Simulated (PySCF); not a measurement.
BClH₅NO₂Si, SMILES OB(O)N[SiH2]Cl. Atoms are numbered in the order given.

```xyz
11

Si    -0.6572     0.8326     0.0000
Cl     0.4122     2.6107     0.0000
N      0.5297    -0.4314     0.0000
B      0.1715    -1.8127     0.0000
O      1.1536    -2.7729     0.0000
O     -1.1859    -2.0705     0.0000
H     -1.5084     0.8270     1.2158
H     -1.5084     0.8270    -1.2158
H      1.5137    -0.1869     0.0000
H      0.8390    -3.6809     0.0000
H     -1.4483    -2.9942     0.0000
```
Charge 0, spin multiplicity 1.

The structure is a stationary point at ωB97X-D3(BJ)/def2-SVP. The structure was generated by enumeration, and PubChem lists no compound with its InChIKey, so it may never have been made. One conformer was computed; it need not be the lowest.

The numbers are results of PBE/pcSseg-1 (PySCF), not measurements.

GIAO shieldings, no solvent; atoms listed in one row are averaged. δ = σ(ref) − σ: ²⁹Si against TMS (σ = 335.4 ppm); ³⁵Cl against HCl (σ = 936.5 ppm); ¹⁵N against NH3 (σ = 267.0 ppm); ¹¹B against BF3 (σ = 83.9 ppm); ¹⁷O against H2O (σ = 334.3 ppm); ¹H against TMS (σ = 31.49 ppm), references at their B3LYP-D3(BJ)/def2-TZVP geometries, non-relativistic (without spin–orbit terms, shifts of atoms bonded to Cl or Br come out too high).

| nucleus | atoms | count | δ (ppm) |
|---|---|---|---|
| ²⁹Si | Si1 | 1 | -12.2 |
| ³⁵Cl | Cl2 | 1 | -10.1 |
| ¹⁵N | N3 | 1 | 64.7 |
| ¹¹B | B4 | 1 | 8.0 |
| ¹⁷O | O5 | 1 | 98.7 |
| ¹⁷O | O6 | 1 | 95.5 |
| ¹H | H7, H8 | 2 | 5.96 |
| ¹H | H10 | 1 | 2.52 |
| ¹H | H11 | 1 | 2.35 |
| ¹H | H9 | 1 | 1.87 |
